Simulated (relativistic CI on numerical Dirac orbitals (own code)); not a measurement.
Slater and spin-orbit integrals, Pm25+

These numbers are calculated, not measured: Dirac-Coulomb-Breit CI, orbitals from a KLI potential per configuration, QED by a radiative potential, unscaled Slater integrals (own radial code, finite nucleus).

Slater integrals F^k, G^k are unscaled and averaged over j, outside the closed core [Ar] 3d10; ζ comes from projecting the Hamiltonian with its Breit term on Σ l·s of the shell.

- 4s2 4p5 4d: ζ(4p) = 168880, F^2(4p,4d) = 179480, G^1(4p,4d) = 224660, G^3(4p,4d) = 143480, ζ(4d) = 20457 cm⁻¹; <r>(4p) = 0.5599, <r^2>(4p) = 0.3541, <r>(4d) = 0.5703, <r^2>(4d) = 0.3712 (bohr units).
- 4s 4p6 4d: G^2(4s,4d) = 177080, ζ(4d) = 20596 cm⁻¹; <r>(4s) = 0.5441, <r^2>(4s) = 0.3324, <r>(4d) = 0.5705, <r^2>(4d) = 0.3715 (bohr units).
- 4s2 4p5 4f: ζ(4p) = 168430, F^2(4p,4f) = 181270, G^2(4p,4f) = 150770, G^4(4p,4f) = 109330, ζ(4f) = 2558.4 cm⁻¹; <r>(4p) = 0.5603, <r^2>(4p) = 0.3545, <r>(4f) = 0.5534, <r^2>(4f) = 0.3478 (bohr units).

Averages of the first 10 configurations, taken without configuration mixing, which lowers the lowest level and can move excited configurations by several eV; other configurations of the list can lie among them:

```json
{"Configuration": "4s2 4p6", "Parity": "even", "States": "1", "Average energy above the lowest level (eV)": "0.3"}
{"Configuration": "4s2 4p5 4d", "Parity": "odd", "States": "60", "Average energy above the lowest level (eV)": "125.0"}
{"Configuration": "4s 4p6 4d", "Parity": "even", "States": "20", "Average energy above the lowest level (eV)": "223.4"}
{"Configuration": "4s2 4p5 4f", "Parity": "even", "States": "84", "Average energy above the lowest level (eV)": "260.8"}
{"Configuration": "4s 4p6 4f", "Parity": "odd", "States": "28", "Average energy above the lowest level (eV)": "359.5"}
{"Configuration": "4s2 4p5 5s", "Parity": "odd", "States": "12", "Average energy above the lowest level (eV)": "367.9"}
{"Configuration": "4s2 4p5 5p", "Parity": "even", "States": "36", "Average energy above the lowest level (eV)": "407.3"}
{"Configuration": "4p6 4d 4f", "Parity": "odd", "States": "140", "Average energy above the lowest level (eV)": "584.4"}
{"Configuration": "4p6 4d2", "Parity": "even", "States": "45", "Average energy above the lowest level (eV)": "450.0"}
{"Configuration": "4p5 4d3", "Parity": "odd", "States": "720", "Average energy above the lowest level (eV)": "572.2"}
```
